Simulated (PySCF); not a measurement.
Si(H)(F)2(OEt) (C₂H₆F₂OSi), SMILES CCO[SiH](F)F.

The structure is a stationary point at ωB97X-D3(BJ)/def2-SVP. The structure was generated by enumeration, and PubChem lists no compound with its InChIKey, so it may never have been made. Other conformers were not sampled.

Method: B3LYP/def2-TZVP (PySCF).

```yaml
total_energy: -644.60085 hartree
highest_occupied_level: -8.65 eV
lowest_empty_level: 0.76 eV
orbital_gap: 9.41 eV
dipole_moment: 1.63 D
quadrupole, principal values (traceless, Buckingham form, about the centre of nuclear charge): -4.29, -3.27, 7.55 D·Å
mean_static_polarisability: 50.6 bohr³ (7.50 Å³)
polarisability_principal_values: 45.3, 47.2, 59.4 bohr³
```
